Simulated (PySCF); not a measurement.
[MnO4]2-: Mn(VI) (d1), charge -2. The structure is a model geometry with rigid ligands and bond lengths from ionic radii, not a minimum; coordination tetrahedral, point group Td, metal–donor distances 1.61 Å.

The d shell alone is too small an active space for [MnO4]2- (an active orbital has only 0.52 squared overlap with the free ion's shell): its levels, fitted parameters, g values and moments show what this model gives and aren't sound predictions.

```
5

Mn    0.0000    0.0000    0.0000
O     0.9324    0.9324    0.9324
O    -0.9324   -0.9324    0.9324
O    -0.9324    0.9324   -0.9324
O     0.9324   -0.9324   -0.9324
```

Method (PySCF 2.14, density fitting): CASSCF(1,5) with orbitals averaged over all microstates of the shell, strongly contracted NEVPT2 on the averaged canonical orbitals; basis x2c-TZVPall on the metal, x2c-SVPall elsewhere; spin-free X2C; IEF-PCM water; spin-orbit coupling by state interaction with the mean-field operator over all roots.

Q: Which term lies lowest, and with what spin?

A: 2E (S = 1/2, orbital degeneracy 2), with 1.0 electrons in the lower (e-type) set and 0.0 in the upper (t2-type) set, by NEVPT2.

Q: List the excited states of the same spin.

A: By NEVPT2: 2T2 at 17664 cm⁻¹ (566 nm). The strongest, at 17664 cm⁻¹, has f = 8.6e-03.

Q: Give the fitted ligand-field and repulsion parameters.

A: At NEVPT2 level: orbital energies 0, 0, 17664, 17664, 17664 cm⁻¹; 10Dq = 17664 cm⁻¹; ζ = 237 cm⁻¹ (free ion 518), lowered by covalency.

Q: What are the magnetic parameters?

A: The ground state is orbitally degenerate (an E term, whose orbital moment is quenched to first order), so no simple spin Hamiltonian is given. The lowest spin-orbit level is 4-fold; the next lies at 17635.4 cm⁻¹. μeff is 1.72 μB at 300 K and 1.71 μB at 10 K; the spin-only value is 1.73 μB.

Charge-transfer states lie outside this active space and may come lower than some of these levels. The ground state is orbitally degenerate in this regular structure, which would distort (Jahn–Teller), so its moment is that of the undistorted model. NEVPT2 on the d shell alone tends to put d–d bands too high for such charged or covalently bound ions.

The job took 4.5 s on one thread of Arm Neoverse V1 (shared host), with 104 basis functions, launched as `OMP_NUM_THREADS=1 python lf_run.py task.json out`.
